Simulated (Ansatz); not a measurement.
Cost and result for the atomization energy of `CC[SiH](N)[SiH3]` (16 atoms, 15 bonds).

Z-matrix (Å, degrees):
```
C
C 1 1.527
H 1 1.094 2 111.5
H 1 1.093 2 111.6 3 -120.2
H 1 1.093 2 111.4 3 120.3
Si 2 1.876 1 113.4 3 -57.6
H 2 1.096 1 110.2 3 63.1
H 2 1.095 1 110.3 3 -179.6
Si 6 2.344 2 112.0 1 -176.3
N 6 1.729 2 109.1 1 -57.7
H 6 1.501 2 106.8 1 65.9
H 9 1.490 6 111.4 2 51.3
H 9 1.491 6 110.9 2 171.3
H 9 1.490 6 110.6 2 -69.0
H 10 1.008 6 119.1 2 -163.8
H 10 1.009 6 119.2 2 56.9
```

Total charge 0; spin multiplicity 1. All single points use the PBE0-D4/def2-TZVP geometry. It is one conformer, not always the lowest. Program: Ansatz. All runs use 2 threads of an AMD EPYC 7R13 on a shared host and a share of an NVIDIA H100 80 GB. Times are those of one run each, without the atoms' runs, and a repeat can differ threefold. Electronic energies, without spin–orbit coupling; frozen cores. CCSD(T)/CBS adds CCSD(T) − MP2 in def2-TZVPP to the MP2 limit, and its time is that of the two runs behind it. T1 = 0.011. B3LYP takes the VWN-RPA correlation (the form of Gaussian; ORCA's B3LYP/G).

CCSD(T)/CBS is a level of theory with its own doubt, some kJ/mol a heavy atom from the limit and from the frozen cores, so smaller differences don't rank the functionals.

| level | functions | wall time | atomization (kJ/mol) | difference from CCSD(T)/CBS | per bond |
| --- | --- | --- | --- | --- | --- |
| BLYP-D4/def2-TZVPP | 331 | 4.9 s | 5512.5 | -36.1 | -2.4 |
| CCSD(T)/def2-SVP | 133 | 5.5 s | 5216.5 | -332.1 | -22.1 |
| LDA (SPW92)/def2-TZVPP | 331 | 6.5 s | 6203.5 | 654.9 | 43.7 |
| PBE-D4/def2-TZVPP (with forces) | 331 | 7 s | 5575.3 | 26.7 | 1.8 |
| revPBE-D4/def2-TZVPP | 331 | 7.5 s | 5478.0 | -70.6 | -4.7 |
| CAM-B3LYP-D4/def2-TZVPP | 331 | 7.5 s | 5574.1 | 25.5 | 1.7 |
| B2PLYP/def2-TZVPP | 331 | 7.5 s | 5478.6 | -70.0 | -4.7 |
| PBE-QIDH/def2-TZVPP | 331 | 7.5 s | 5494.9 | -53.7 | -3.6 |
| B3LYP-D4/def2-TZVPP (with forces) | 331 | 8.5 s | 5555.7 | 7.1 | 0.5 |
| ωB97X-V/def2-TZVPP | 331 | 12 s | 5575.2 | 26.6 | 1.8 |
| MP2/def2-QZVPP | 641 | 13 s | 5494.9 | -53.7 | -3.6 |
| CCSD(T)/def2-TZVPP | 331 | 14 s | 5409.6 | -139.0 | -9.3 |
| CCSD(T)/CBS(def2) | – | 26 s | 5548.6 | 0.0 | 0.0 |

From PBE to PBE0 (25 % exact exchange), in def2-TZVPP and without D4, the atomization energy moves by −40.0 kJ/mol: exact exchange takes away binding that semilocal exchange gives to molecules. At CCSD(T), def2-SVP lies −332.1 kJ/mol from the extrapolated value and def2-TZVPP −139.0 kJ/mol: correlation converges slowly with the basis, and small sets miss more of it in the bonded molecule than in its fragments. In def2-TZVPP, CCSD(T) changes the Hartree–Fock value by +1275.3 kJ/mol (the triples alone add +58.2 kJ/mol) and MP2 by +1278.0 kJ/mol; breaking electron pairs costs correlation energy, which Hartree–Fock lacks.
